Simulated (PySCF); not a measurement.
C2H6AlFO2, SMILES CC[O][Al]([OH])[F]. Atoms are numbered in the order given.

```xyz
12

Al     0.5223    -0.1396     0.7212
F      1.7248    -1.0674     1.4173
O      0.3166     1.5020     1.1515
H      0.8891     1.9360     1.8034
O     -0.4888    -0.8934    -0.4183
C     -1.4765    -0.4041    -1.3019
C     -1.0200     0.8310    -2.0706
H     -1.7305    -1.2214    -2.0146
H     -2.4142    -0.1720    -0.7430
H     -0.1070     0.6059    -2.6602
H     -1.8044     1.1792    -2.7737
H     -0.7898     1.6640    -1.3731
```
Charge 0, spin multiplicity 1.

Coordinates come from a PBE-D3(BJ)/def2-SVP optimisation. The structure was generated by enumeration; whether it is a known compound was not checked. Other conformers were not sampled.

Two levels are set side by side: PBE/pcSseg-1 (PySCF) and PBE0/pcSseg-1 (PySCF). GIAO shifts against CFCl3 (¹⁹F), H2O (¹⁷O), TMS (¹H), TMS (¹³C) at the same level; non-relativistic, no solvent, atoms listed together averaged. Differences are taken from unrounded values.

```json
[
 {"quantity": "δ(¹⁹F) of F2 (ppm)", "PBE": "-221.3"},
 {"quantity": "δ(¹⁷O) of O3 (ppm)", "PBE": "21.8"},
 {"quantity": "δ(¹H) of H4 (ppm)", "PBE": "1.72"},
 {"quantity": "δ(¹⁷O) of O5 (ppm)", "PBE": "58.7"},
 {"quantity": "δ(¹³C) of C6 (ppm)", "PBE": "69.9"},
 {"quantity": "δ(¹³C) of C7 (ppm)", "PBE": "27.3"}
]
```

Q: These are the PBE values. What does PBE0 give? (Estimate from the structure and the level; the computed values follow.)

A: 
| quantity | PBE0 | PBE minus PBE0 |
|---|---|---|
| δ(¹⁹F) of F2 (ppm) | -204.2 | -17.1 |
| δ(¹⁷O) of O3 (ppm) | 13.9 | 7.9 |
| δ(¹H) of H4 (ppm) | 1.82 | -0.11 |
| δ(¹⁷O) of O5 (ppm) | 42.7 | 16.0 |
| δ(¹³C) of C6 (ppm) | 66.8 | 3.1 |
| δ(¹³C) of C7 (ppm) | 26.4 | 0.9 |

Rough cost on one machine, each run with all the roots and properties that it gave: PBE0 against PBE within a factor of 2.
